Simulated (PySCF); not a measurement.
**Two structures, one formula**

Two relaxed structures of CH4OSn, closed shell (PBE0-D4/def2-TZVP; forces vanish, vibrations not checked).

A:

C1  (-0.822, -0.431, -0.623)
O2  (-0.361, -1.071, 0.411)
Sn3  (0.775, 0.823, 0.277)
H4  (-0.528, -0.743, -1.633)
H5  (-1.787, 0.088, -0.559)
H6  (0.433, 1.322, 1.882)
H7  (2.319, 0.077, 0.270)
(Å)

B:

```
7
angstrom
C -0.5275 -0.4891 0.4035
O -0.8658 -0.9604 1.5982
Sn 0.8666 1.0049 0.0591
H -1.7712 -1.2925 1.6101
H -1.2960 -0.6303 -0.3644
H 2.2311 0.7664 1.0789
H 1.3499 0.7018 -1.5671
```

Computed with PySCF 2.14 with density fitting (its default auxiliary sets; JK sets also for MP2 and CCSD(T)) (basis: def2-TZVPP); correlated methods freeze the cores. Filled d shells of the heavier atoms are correlated. Core potentials replace the inner electrons of the atoms past krypton. The def2 sets are not built for correlating such inner shells, so the correlated values are less sure here. B3LYP uses VWN-RPA correlation.

Which structure is lower at CCSD(T), and by how much? (Judge from chemistry; the value comes from the calculation.)

By the calculation: A, by 57.9 kJ/mol (electronic energy, against the other). By their contacts, A is CH₄OSn ([CH2]1[O][SnH2]1) and B is CH₄OSn ([OH][CH][SnH2]).

All methods give the same order:

| method | E(B) − E(A) (kJ/mol) |
| --- | --- |
| PBE-D4 | 62.9 |
| r2SCAN-D4 | 68.3 |
| PBE0-D4 | 64.0 |
| B3LYP-D4 | 61.3 |
| wB97M-V | 67.5 |
| HF | 54.9 |
| MP2 | 75.8 |
| CCSD | 59.2 |
| CCSD(T) | 57.9 |

The T1 diagnostic stays at or below 0.026. The T1 diagnostic is large here, which may signal multireference character or strong orbital relaxation, so CCSD(T) is less sure. The restricted Hartree–Fock reference is unstable towards an unrestricted one at one or more of these structures. A large double-excitation amplitude points to some diradical character; no triplet was computed.

Labels in which every atom is bracketed show which atoms are joined, not bond orders.

For scale, one of the runs: CCSD(T)/def2-TZVPP, 168 basis functions, launched by `OMP_NUM_THREADS=2 python run.py`. Hardware: 2 CPU threads of an Intel Xeon, shared host. Wall time 4.1 min; peak host memory 1.8 GiB.
